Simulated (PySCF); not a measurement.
**Electron correlation in Cr (chromium, neutral)**

[Ar] 3d4 4s1 4p1, one real determinant (an excited configuration). Computed with PySCF 2.14 in ANO-RCC-VTZP, with the spin-free X2C one-electron Hamiltonian (Gaussian nucleus). Frozen: [Ne]; 14 electrons correlated.

| level | correlation energy (mhartree) |
| --- | --- |
| CCSD | -409.10 |
| (T) | -7.97 |
| CCSD(T) | -417.07 |

Diagnostics: T1 = 0.096, D1 = 0.5070, largest double amplitude 0.051.

The real determinant used has ⟨L²⟩ near 8 against 12 for a pure F term, so it mixes terms. T1 exceeds 0.03, a sign that the reference determinant is poor.

Cost of the coupled-cluster step: about 14 core-seconds, for 14 correlated electrons.

Iterations:

```
CC2 = 0
CCSD nocc = (np.int64(10), np.int64(4)), nmo = (54, 54)
frozen orbitals [[0, 1, 2, 3, 4], [0, 1, 2, 3, 4]]
max_cycle = 100
direct = 0
conv_tol = 1e-08
conv_tol_normt = 1e-06
diis_space = 8
diis_start_cycle = 0
Init t2, MP2 energy = -0.395152347787007
Init E_corr(UCCSD) = -0.395152347787769
cycle = 1  E_corr(UCCSD) = -0.399252778352561  dE = -0.00410043056  norm(t1,t2) = 0.0505438
cycle = 2  E_corr(UCCSD) = -0.405105105596231  dE = -0.00585232724  norm(t1,t2) = 0.0163415
cycle = 3  E_corr(UCCSD) = -0.405636238434255  dE = -0.000531132838  norm(t1,t2) = 0.0124891
cycle = 4  E_corr(UCCSD) = -0.406377757765145  dE = -0.000741519331  norm(t1,t2) = 0.0102159
cycle = 5  E_corr(UCCSD) = -0.406378824689473  dE = -1.06692433e-06  norm(t1,t2) = 0.0100774
cycle = 6  E_corr(UCCSD) = -0.4077312721344  dE = -0.00135244744  norm(t1,t2) = 0.00959124
cycle = 7  E_corr(UCCSD) = -0.408671578563006  dE = -0.000940306429  norm(t1,t2) = 0.00612543
cycle = 8  E_corr(UCCSD) = -0.408453709466569  dE = 0.000217869096  norm(t1,t2) = 0.003908
cycle = 9  E_corr(UCCSD) = -0.408777429370028  dE = -0.000323719903  norm(t1,t2) = 0.00307761
cycle = 10  E_corr(UCCSD) = -0.408890295286716  dE = -0.000112865917  norm(t1,t2) = 0.00222003
cycle = 11  E_corr(UCCSD) = -0.409038002319056  dE = -0.000147707032  norm(t1,t2) = 0.00113997
cycle = 12  E_corr(UCCSD) = -0.409132530428782  dE = -9.45281097e-05  norm(t1,t2) = 0.000425327
cycle = 13  E_corr(UCCSD) = -0.409103870621577  dE = 2.86598072e-05  norm(t1,t2) = 0.000188951
cycle = 14  E_corr(UCCSD) = -0.409103343084837  dE = 5.27536739e-07  norm(t1,t2) = 3.43712e-05
cycle = 15  E_corr(UCCSD) = -0.409104465385434  dE = -1.1223006e-06  norm(t1,t2) = 1.39691e-05
cycle = 16  E_corr(UCCSD) = -0.409102992175361  dE = 1.47321007e-06  norm(t1,t2) = 6.87078e-06
cycle = 17  E_corr(UCCSD) = -0.409103345733181  dE = -3.5355782e-07  norm(t1,t2) = 2.57899e-06
cycle = 18  E_corr(UCCSD) = -0.409103356020177  dE = -1.02869961e-08  norm(t1,t2) = 3.99277e-07
cycle = 19  E_corr(UCCSD) = -0.409103349122856  dE = 6.89732099e-09  norm(t1,t2) = 1.33815e-07
UCCSD converged
E(UCCSD) = -1049.993039733084  E_corr = -0.4091033491228563
UCCSD(T) correction = -0.00796759029206117
```

The basis was made for the ground configuration and has no added diffuse functions, which can raise the energy of the promoted electron.

The reference is one real determinant that mixes LS terms of this configuration.
